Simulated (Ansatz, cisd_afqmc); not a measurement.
Species: Ge$_{2}$H$_{6}$, charge 0, singlet. Ge2H6 (SMILES [GeH3][GeH3]).
B3LYP-D3(BJ)/def2-TZVP minimum from Ansatz (a quantum-chemistry and plane-wave program):
```xyz
8

Ge    -1.2125     0.1136    -0.0157
Ge     1.2125    -0.1136     0.0157
H     -1.8296    -0.8604    -1.0353
H     -1.6121     1.5478    -0.4060
H     -1.7987    -0.1964     1.3733
H      1.6121    -1.5478     0.4060
H      1.8296     0.8604     1.0353
H      1.7987     0.1964    -1.3733
```

Total energies in cc-pVDZ, 14 correlated electrons, 28 frozen orbitals. Open shells are spin-unrestricted; no spin-orbit coupling. Cores are frozen in correlated methods (noble-gas shells, and filled d and f shells in the p block). No relativity. AFQMC is phaseless with a CISD trial state; ± is one standard error, without the phaseless bias. Outlying blocks are dropped, and bars are widened where a walk drifts. Over all cases where full CI ran beside it in this data, AFQMC minus full CI had a median of +0.1 mEh and passed +0.4 mEh in a tenth of the cases.

The bar of a AFQMC/CISD walk is widened from 0.35 to 0.46 mEh, since its error had not levelled off in the blocking analysis.

| method | program | energy (Eh) | minus CCSDT(Q) (mEh) |
|---|---|---|---|
| HF | Ansatz | -4154.15028 | 261.56 |
| MP2 | Ansatz | -4154.35561 | 56.23 |
| CCSD | Ansatz | -4154.40491 | 6.93 |
| CCSD(T) | Ansatz | -4154.41054 | 1.30 |
| CCSDT(Q) | Ansatz | -4154.41184 | 0.00 |
| AFQMC/CISD | cisd_afqmc | -4154.4121 ± 0.0005 | -0.2 ± 0.5 |

Rough core times of Ansatz's runs on a shared machine: CCSD(T) under 20 s, CCSDT(Q) 60 s.
